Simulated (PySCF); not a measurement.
Species: C6H9NSSi.
Geometry (GFN2-xTB, Å), atoms numbered from 1 in this order:
```xyz
18
C6H9NSSi angstrom
Si     4.192   -0.174   -0.471
N      2.510   -0.609   -0.196
C      1.558    0.317   -0.388
S      1.998    1.837   -0.860
C      0.208   -0.012   -0.198
C     -0.970   -0.241   -0.055
C     -2.360   -0.490    0.090
C     -3.286    0.678    0.340
C     -3.296    0.003   -0.989
H      4.371    0.203   -1.866
H      4.584    0.850    0.487
H      4.822   -1.464   -0.177
H      2.207   -1.528    0.091
H     -2.599   -1.433    0.568
H     -2.841    1.658    0.409
H     -4.116    0.520    1.011
H     -4.132   -0.629   -1.248
H     -2.858    0.523   -1.827
```

NICS is the negative of the GIAO shielding at a point without a nucleus: at the ring centre (0) and 1 Å above and below it (1); zz is the component along the ring normal. Level: GIAO PBE0/pcSseg-1 (PySCF, non-relativistic, gas phase) on the GFN2-xTB geometry, one conformer.

Ring bond lengths (Å), with Mayer bond orders in brackets: C7–C8 1.511 (0.92), C8–C9 1.490 (0.98), C9–C7 1.511 (0.91).

Task: Give the NICS values of each ring in ppm.

Result: 
```json
{"ring": "C7–C8–C9", "type": "3-membered carbocycle; formal bonds all single", "NICS(0)": "-44.0", "NICS(1), two faces": "-8.6 / -7.9", "NICS(1)zz, two faces": "-24.3 / -22.2", "rms pucker (Å)": "0.00", "centre to ring atoms, mean (Å)": "0.87"}
```

Task: What can be read from them?

Result: 
- C7–C8–C9: mean NICS(1)zz -23.2 ppm, shielded. C7, C8, C9 have four or more neighbours, and the NICS criterion for π rings isn't applied. NICS(0) lies 36 ppm below the mean NICS(1).

Task: Give the inner angles of the rings and the Hirshfeld charges of the ring atoms.

Result: 
- C7–C8–C9: C7 59.1° (-0.027 e), C8 60.5° (-0.070 e), C9 60.4° (-0.070 e); sum 180.0° against 180° for a flat convex ring.

Task: How shielded are the nuclei of the rings and their hydrogens (means over atoms taken as equivalent)?

Result: 
| atoms | environment | σ isotropic (ppm) | principal values of the symmetric part, first atom (ppm) |
| --- | --- | --- | --- |
| C7 | propargylic carbon | 183.4 | 152.2, 168.5, 229.5 |
| C8 (×2) | three-membered-ring carbon | 173.7 | 143.3, 174.4, 203.9 |
| H14 | methine hydrogen | 30.28 | 22.3, 27.9, 40.7 |
| H15 (×2) | methylene hydrogen | 30.66 | 25.0, 28.2, 38.7 |
| H16 (×2) | methylene hydrogen | 30.71 | 25.2, 26.2, 40.7 |

Time: 2.0 min; peak memory 1.0 GiB. Hardware: one thread, Intel Xeon at 2.50 GHz (x86_64) (shared host). This is the whole shielding run at PBE0/pcSseg-1, SCF included.
